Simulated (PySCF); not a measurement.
## [W(Cl)6] (charge 0, multiplicity 1)

Level of theory: TPSSh-D3(BJ)/def2-TZVP // r2SCAN-D4/def2-SVP run with PySCF.

```json
{
 "HOMO": "-8.51 eV",
 "dipole_moment": "0.00 D",
 "HOMO–LUMO gap": "2.91 eV",
 "LUMO": "-5.59 eV",
 "charge on the central atom (Mulliken)": "1.08 e",
 "total_energy": "-76973.97 eV",
 "cost": "very roughly 16 core-minutes"
}
```

Bonded distances (Å): W1–Cl2 2.313, W1–Cl3 2.313, W1–Cl4 2.313, W1–Cl5 2.313, W1–Cl6 2.313, W1–Cl7 2.313. Angles (°): Cl2–W1–Cl3 90.0, Cl2–W1–Cl4 90.0, Cl2–W1–Cl5 90.0, Cl2–W1–Cl6 90.0, Cl2–W1–Cl7 180.0, Cl3–W1–Cl4 90.0, Cl3–W1–Cl5 180.0, Cl3–W1–Cl6 90.0, Cl3–W1–Cl7 90.0, Cl4–W1–Cl5 90.0, Cl4–W1–Cl6 180.0, Cl4–W1–Cl7 90.0, Cl5–W1–Cl6 90.0, Cl5–W1–Cl7 90.0, Cl6–W1–Cl7 90.0.
Charge 0, spin multiplicity 1.
